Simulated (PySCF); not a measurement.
Exercise with solution: chemical shift, span and skew from a shielding tensor

octafluorocyclopentene (C5F8), SMILES C1(F)C(C(C(C=1F)(F)F)(F)F)(F)F. Atoms are numbered in the order given.

```xyz
13

F      0.1046    -2.2601    -1.4648
C      0.0368    -1.2154    -0.6691
C      0.0368    -1.2154     0.6691
F      0.1046    -2.2601     1.4648
C     -0.1020     0.1690     1.2355
F      0.7615     0.4005     2.2407
F     -1.3505     0.3986     1.7022
C      0.1884     1.0767     0.0000
F      1.4887     1.4154     0.0000
F     -0.5587     2.1842     0.0000
C     -0.1020     0.1690    -1.2355
F      0.7615     0.4005    -2.2407
F     -1.3505     0.3986    -1.7022
```
Charge 0, spin multiplicity 1.

The structure is a stationary point at B3LYP-D3(BJ)/def2-SVP. Other conformers were not sampled.

GIAO shieldings from PBE0/pcSseg-1 run with PySCF, non-relativistic, no solvent. The symmetric part of the tensor of C2 has the principal values -40.3, 60.0, 84.6 ppm. The same nucleus in TMS has σ = 186.3 ppm at this level (PySCF, at its B3LYP-D3(BJ)/def2-TZVP geometry).

Work out the isotropic shielding, the ¹³C shift against TMS, the span and the skew.


σ(iso) = (σ11 + σ22 + σ33)/3 = 34.8 ppm. δ = σ(ref) − σ(iso) = 186.3 − (34.8) = 151.5 ppm.
Span Ω = σ33 − σ11 = 124.9 ppm. Skew κ = 3(σ(iso) − σ22)/Ω = -0.61. Tumbling in solution averages the tensor to δ; in a static solid the shielding alone would spread this spin-1/2 line over Ω.
